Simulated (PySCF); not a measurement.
**Magnetisability: `InChI=1S/C4H7F3O2/c1-8-2-3(5)9-4(6)7/h3-4H,2H2,1H3/t3-/m0/s1`**

Geometry:
```
atom   x (Å)   y (Å)   z (Å)
  C1  -2.521   0.007  -0.679
  O2  -1.555  -1.023  -0.750
  C3  -0.632  -1.025   0.295
  C4   0.421   0.087   0.175
  F5  -0.042   1.260   0.736
  O6   1.558  -0.308   0.871
  C7   2.615   0.552   0.798
  F8   3.152   0.552  -0.448
  F9   3.562   0.107   1.623
 H10  -3.212  -0.173  -1.499
 H11  -3.062  -0.030   0.273
 H12  -2.072   0.997  -0.793
 H13  -0.103  -1.979   0.246
 H14  -1.123  -0.929   1.273
 H15   0.636   0.317  -0.880
 H16   2.372   1.598   1.056
```

The calculation used GIAO KT3/pcSseg-1 magnetisability, rotational g tensor and spin-rotation constants, non-relativistic, gas phase in PySCF. Geometry: GFN2-xTB.

Problem. How diamagnetic is it, and how anisotropic?

Solution. Isotropic -1136 × 10⁻³⁰ J/T², or -68.4 × 10⁻⁶ cm³/mol; principal values -1212, -1137, -1060 × 10⁻³⁰ J/T², anisotropy 131 × 10⁻³⁰ J/T² (root of half the summed squared differences of the principal values). The susceptibility is in cgs units.

Problem. Split it along the inertial axes a, b, c into diamagnetic and paramagnetic parts about the centre of mass, with the quadrupole moment.

Solution. 
| axis | χ (10⁻⁶ cm³/mol) | diamagnetic (10⁻⁶ cm³/mol) | paramagnetic (10⁻⁶ cm³/mol) | summed x² of all electrons (Å²) | quadrupole Θ (D Å) |
| --- | --- | --- | --- | --- | --- |
| a | -69.4 | -376.2 | 306.8 | 354.4 | +0.27 |
| b | -71.1 | -1679.8 | 1608.7 | 47.1 | -0.17 |
| c | -64.7 | -1703.7 | 1638.9 | 41.5 | -0.10 |

Anisotropies 2χaa − χbb − χcc = -2.9 and 2χbb − χaa − χcc = -8.1 × 10⁻⁶ cm³/mol. Θ is traceless in Buckingham's convention.

Problem. And the rotational g tensor?

Solution. 
```csv
axis,rotational constant (GHz),g,nuclear part,electronic part
a,4.0190,-0.0412,0.5381,-0.5793
b,0.7125,-0.0066,0.5318,-0.5384
c,0.7026,-0.0087,0.5323,-0.5410
```
Asymmetric top; isotopes 12C, 19F, 1H, 16O; no vibrational averaging.
